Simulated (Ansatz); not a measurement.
`CBCF` → `CBF` + `[CH2]` (triplet) at 298.15 K and 1 bar (formal loss of a carbene).

Isolated molecules relaxed with PBE0-D4/def2-TZVP in Ansatz; ΔE leaves out vibrations. CCSD(T)/CBS adds triple-zeta CCSD(T) − MP2 to the extrapolated MP2 energy (def2 sets, frozen cores). This one scheme is used for every species. Triplets are unrestricted, without spin–orbit coupling. One conformer a species, not always the lowest.

| species | CCSD(T)/CBS energy (Eh) | H − E (kJ/mol) | S (J/(mol·K)) |
| --- | --- | --- | --- |
| `CBCF` | -204.28650 | 221.9 | 308.8 |
| `CBF` | -165.10297 | 148.1 | 274.8 |
| `[CH2]` (triplet) | -39.09499 | 55.4 | 195.3 |

H − E and S are ideal-gas, rigid-rotor, harmonic terms from PBE0-D4/def2-TZVP, for one conformer and one mirror image of each species, with the whole ground term of open shells counted as degenerate. 1 Eh = 2625.50 kJ/mol, R = 8.31446 J/(mol·K).

Task: By hand: ΔE, ΔH, ΔS and ΔG.

Result: ΔE = (-165.10297) + (-39.09499) − (-204.28650) = 0.08854 Eh = 232.5 kJ/mol. Δ(H − E) = 148.1 + 55.4 − 221.9 = -18.4, so ΔH = 214.1 kJ/mol. ΔS = 274.8 + 195.3 − 308.8 = 161.3 J/(mol·K). ΔG = 214.1 − 298.15 × (161.3)/1000 = 166.0 kJ/mol.

Task: By hand: the equilibrium constant, and the temperature at which ΔG would vanish if ΔH and ΔS stayed fixed.

Result: log₁₀ K = −ΔG/(RT ln 10) = -29.1. ΔG = 0 at ΔH/ΔS = 1327 K.

The number of gas molecules changes by +1, which sets the sign of ΔS. A doubt of 5 kJ/mol in ΔE shifts log₁₀ K by 0.9 here. Other conformers and mirror images would add mixing entropy, several J/(mol·K) or more a flexible species. A triplet takes part, so the spin changes. These are equilibria of isolated gas molecules and say nothing of rates. Largest T1 diagnostic: 0.012 (customary marks: 0.02 for closed shells, 0.045 for open ones).
